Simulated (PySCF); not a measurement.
Compound: C7H8FOP.
Cartesian coordinates in Å at the PBE0-D3(BJ)/def2-SVP level; atoms count from 1:
```
atom  x, y, z in Å
C1     3.0965    0.5441   -0.3205
C2     1.9129   -0.0724   -0.1921
C3     0.6185    0.5652    0.0150
C4    -0.6236   -0.2200    0.1151
O5    -0.4795   -1.5467    0.0206
C6    -1.6378   -2.3313    0.1207
C7    -1.7732    0.4839    0.3062
P8    -1.4061    2.2289    0.5711
C9     0.3329    1.8865    0.1482
F10    1.2335    2.8574    0.0929
H11    3.1923    1.6304   -0.2802
H12    4.0080   -0.0384   -0.4715
H13    1.8700   -1.1644   -0.2429
H14   -1.3229   -3.3783    0.0335
H15   -2.1395   -2.1800    1.0922
H16   -2.3507   -2.0953   -0.6882
H17   -2.7648    0.0548    0.4384
H18   -1.7823    2.7981   -0.6878
```

Computed with PySCF at PBE0/pcSseg-1, non-relativistic, on one gas-phase PBE0-D3(BJ)/def2-SVP geometry that isn't relaxed in the solvent. The solvent is an IEF-PCM continuum (van der Waals radii × 1.2). Specific hydrogen bonds and non-electrostatic terms are outside this model.

```tsv
run	E − E(gas) (kcal/mol)	HOMO (eV)	HOMO–LUMO gap (eV)	dipole (D)
gas	0.00	-6.25	4.86	2.69
P	-4.57	-6.30	4.84	3.30
Q	-3.23	-6.27	4.85	3.13
```

Question: The runs were made in chloroform and dimethylsulfoxide. Which run belongs to which solvent?

Answer: P = dimethylsulfoxide, Q = chloroform. The dielectric constants are 4.711 (chloroform), 46.83 (dimethylsulfoxide), and the energy falls further as ε rises. In this model the ground state sees the solvent through ε alone.

Question: How constant is the ratio of the lowering to (ε − 1)/(2ε + 1)?

Answer: 
```json
{"solvent": "chloroform", "(ε − 1)/(2ε + 1)": "0.356", "E − E(gas) (kcal/mol)": "-3.23", "ratio (kcal/mol)": "-9.1", "polarisation term (kcal/mol)": "-3.54"}
{"solvent": "dimethylsulfoxide", "(ε − 1)/(2ε + 1)": "0.484", "E − E(gas) (kcal/mol)": "-4.57", "ratio (kcal/mol)": "-9.4", "polarisation term (kcal/mol)": "-5.21"}
```

The ratio changes by +4.1 % in size from chloroform to dimethylsulfoxide. The polarisation term is half the interaction of the solute with the induced surface charges.
